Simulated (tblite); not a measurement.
Isomers of C12H10. Level: GFN2-xTB in tblite, geometry and Hessian alike; calculated harmonic values, unscaled, isolated species. Errors from tens to a few hundred cm⁻¹ against measured bands are possible. One conformer each.

Electronic energies: GFN2-xTB at the same geometries; isomer energies are rough at this level and their order can be wrong.

| SMILES | electronic energy, lowest = 0 (kcal/mol) |
| --- | --- |
| C1=CC=CC(=C2C=CC=C2)C=C1 | 46.1 |
| C=Cc1cccc2ccccc12 | 1.8 |
| C=Cc1ccc2ccccc2c1 | 0.0 |

Q: How do GFN2-xTB zero-point energies change the relative energies?

A: 
| SMILES | ZPE (kcal/mol) | of it from modes above 1550 cm⁻¹ | electronic (kcal/mol) | with ZPE, lowest = 0 (kcal/mol) | lowest mode (cm⁻¹) | rings |
| --- | --- | --- | --- | --- | --- | --- |
| C=Cc1ccc2ccccc2c1 | 109.6 | 53.3 | 0.0 | 0.0 | 29 | 2 |
| C=Cc1cccc2ccccc12 | 109.7 | 53.3 | 1.8 | 1.9 | 76 | 2 |
| C1=CC=CC(=C2C=CC=C2)C=C1 | 109.1 | 55.5 | 46.1 | 45.6 | 34 | 2 |

The zero-point energies span 0.6 kcal/mol, from `C1=CC=CC(=C2C=CC=C2)C=C1` to `C=Cc1cccc2ccccc12`. The order is unchanged.

Q: What do entropy and thermal enthalpy add at 298.15 K and 1 bar (rigid rotor, harmonic oscillator, one conformer each)?

A: 
```csv
SMILES,point group,symmetry number,S (cal/(mol K)),H − H(0) (kcal/mol),ZPE + H − H(0) − TS (kcal/mol)
C=Cc1ccc2ccccc2c1,Cs,1,97.6,6.71,87.2
C=Cc1cccc2ccccc12,C1,1,95.6,6.63,87.9
C1=CC=CC(=C2C=CC=C2)C=C1,Cs,1,99.1,6.83,86.4
```
